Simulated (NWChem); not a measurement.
System: CH4BClO; SMILES CB(O)Cl

Input file for NWChem:

```
start job
memory heap 200 mb stack 900 mb global 1100 mb
geometry units angstroms noautoz
  B      0.097110    -0.443373    -0.001260
  Cl    -0.070548     1.339058     0.001135
  C     -1.171569    -1.352848    -0.001085
  H     -1.780986    -1.156594     0.896111
  H     -0.912108    -2.420408    -0.026971
  H     -1.814901    -1.118988    -0.864457
  O      1.337523    -0.965340    -0.000530
  H      2.030665    -0.295000     0.001737
end
basis spherical
  * library def2-svp
end
dft
  xc xpbe96 cpbe96
  iterations 150
  vectors input atomic output neutral.movecs
end
task dft energy
charge 1
dft
  odft
  mult 2
  vectors input atomic output cation.movecs
end
task dft energy
```

Coordinates come from a PBE0/def2-SVP optimisation.

Ions are spin-unrestricted doublets at the neutral geometry; other ion states weren't tried.

Q: Predict the main results of this run. (PBE/def2-SVP, vertical spin-unrestricted ions.) Quantities: vertical ionisation energy, ΔSCF (eV); −ε(HOMO) (eV).

A: 
```yaml
vertical ionisation energy, ΔSCF (eV): 10.93
"−ε(HOMO) (eV)": 7.20
```
